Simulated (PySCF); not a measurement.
Computed shifts of a molecule C₅H₉F, PBE/pcSseg-1 (PySCF), GIAO, gas phase, equivalent atoms averaged, in ppm (number of nuclei): ¹³C: 96.9 (1), 40.3 (2), 27.3 (1), 15.2 (1). ¹⁹F: -158.3 (1). ¹H: 2.52 (2), 2.18 (2), 1.91 (1), 1.60 (3), 1.50 (1). References: ¹³C against TMS (σ = 182.0 ppm); ¹⁹F against CFCl3 (σ = 133.6 ppm); ¹H against TMS (σ = 31.49 ppm), references at their B3LYP-D3(BJ)/def2-TZVP geometries, non-relativistic. Geometry: PBE0-D3(BJ)/def2-SVP. One conformer was computed; it need not be the lowest.

Problem. Pick the molecule that these values belong to.
A. CC1(C)C[C@@H]1F
B. C=CC[C@H](C)F
C. CCC1(F)CC1
D. CC1(F)CCC1

Solution. D, CC1(F)CCC1
